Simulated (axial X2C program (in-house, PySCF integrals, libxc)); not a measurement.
Potential curves of CoTe, with spin–orbit coupling

Computed with an in-house relativistic program for diatomic molecules. Two-component (2c) means X2C with spin–orbit coupling and atomic mean-field two-electron Coulomb and Gaunt terms. Basis: Te dyall-cv3z [11s12p8d4f1g], Co dyall-cv3z [9s10p6d3f2g] (cores contracted in-house); Gaussian nuclei, density fitting, unrestricted open shells. Masses: Te 129.906 u, Co 58.933 u.

State: Ω = 7/2 (⟨Sz⟩ = 1.50, ⟨Lz⟩ = 2.00 at TPSS). Energies in eV from the lowest point of each curve. Fits are polynomials in 1 − R0/R over 0.85 to 1.23 times the lowest point R0.

```csv
R (Å),TPSS
1.9993,0.9321
2.0912,0.3678
2.1601,0.1354
2.2291,0.0227
2.2980,0.0000
2.3784,0.0566
2.4589,0.1765
2.5623,0.3902
2.6887,0.7014
2.8725,1.1824
```

Occupations by symmetry block were frozen at the best pattern of an incomplete PBE0 search. Density functionals use the spin component along the axis (collinear). Other states lie close and PBE0, whose exact exchange favours high spin, may order them wrongly; the determinant shown need not be the ground state. The nearest other spin-free determinant of the search, M_S = 1/2, Λ = 4, lies 0.57 eV up at the distance of the search. Without a current term, density functionals place determinants with orbital angular momentum somewhat too high. With several unpaired electrons one determinant need not be a pure state. A state of lower Ω lies just above, and one determinant can place such states too high, so the state shown need not be the lowest. The search has Ω = 1/2 only 0.05 eV up.

What are Re and ωe at the TPSS level?

At TPSS, 2c: Re = 2.284 Å, ωe ≈ 316 cm⁻¹; Be follows as 0.0797 cm⁻¹.
